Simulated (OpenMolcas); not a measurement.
**C3H10OSi (trimethylsilanol): a line through the functionals**

The species is C3H10OSi (15 atoms), meant as a singlet with charge 0. SMILES: `C[Si](C)(C)O`. The coordinates come from a PBE0-D4/def2-TZVP relaxation. This is one conformer, not always the lowest.

The vertical ionisation energy (to the doublet cation) y, in eV, basis 6-31G(d); a is the functional's share of exact exchange. Programs: OpenMolcas 26.06.

| functional | program | a | y (eV) |
| --- | --- | --- | --- |
| PBE | OpenMolcas | 0 | 9.32 |
| TPSS | OpenMolcas | 0 | 9.40 |
| B3LYP | OpenMolcas | 0.2 | ? |
| PBE0 | OpenMolcas | 0.25 | 9.80 |
| BHLYP | OpenMolcas | 0.5 | 10.12 |

Q: Fit y = c + s·a to the known rows and predict B3LYP.

A: 
1. Means of the 4 rows: a = 0.1875, y = 9.660.
2. Σ(Δa)² = 0.17188, Σ(Δa·Δy) = 0.265, so the slope is 0.265/0.17188 = 1.5418.
3. Intercept: 9.660 − (1.5418) × 0.1875 = 9.371. The largest residual of the fit is 0.051.
4. B3LYP: 9.371 + (1.5418) × 0.2 = 9.68 eV.

The run gave 9.75 eV, so the prediction is off by -0.07 eV, about the largest residual. The rows mix families of semi-local functionals, which the line can't see.
